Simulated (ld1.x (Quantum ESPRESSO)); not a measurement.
**Ne (Z = 10), TM: configuration errors across variants**

neon (Ne), norm-conserving Troullier–Martins (Kleinman–Bylander form), made with ld1.x (Quantum ESPRESSO) 7.5 (PBE, scalar-relativistic). Core [He], reference 2s2 2p6. Waves: 2s (bound): rc 0.30 bohr; 2p (bound): rc 1.35 bohr. Local part: the p channel. Core correction: Bessel-smoothed model core inside 0.20 bohr.

All-electron excitation energies from the reference (eV): (1) 2s2 2p5 22.475; (2) 2s2 2p4 65.744; (3) 2s2 2p3 133.174; (4) 2s2 2p2 227.803; (5) 2s2 2p5.5 8.868; (6) 2s1 2p6 45.883.

1 further variants failed, have other tests or too few solved ones, and are left out.

Errors AE − PS in meV (a dash: test not solved or not reliable):

```tsv
change	(1)	(2)	(3)	(4)	(5)	(6)	bound ghosts
base	-24	+14	+463	+1932	-7.8	-140	not determined
all radii but the core radius scaled by about 0.93 (s 0.28, p 1.26 bohr)	-20	-8.2	+290	+1347	-6.3	-84	not determined
all radii but the core radius scaled by about 1.08 (s 0.32, p 1.46 bohr)	-26	+58	+724	+2739	-9.3	-194	not determined
all radii but the core radius scaled by about 1.15 (s 0.34, p 1.56 bohr)	-24	+136	+1104	+3818	-10	-260	not determined
all radii but the core radius scaled by about 1.25 (s 0.38, p 1.68 bohr)	-16	+262	+1635	+5227	-11	-338	not determined
all radii but the core radius scaled by about 1.32 (s 0.40, p 1.78 bohr)	-5.6	+380	+2087	+6366	-10	-401	not determined
all radii but the core radius scaled by about 1.36 (s 0.40, p 1.84 bohr)	+1.5	+450	+2344	+6997	-9.5	-435	not determined
```

**Question.** Give the same row for: all radii but the core radius scaled by about 0.86 (s 0.26, p 1.16 bohr).

**Answer.** -16, -16, +182, +936, -4.9, -20; bound ghosts: not determined.
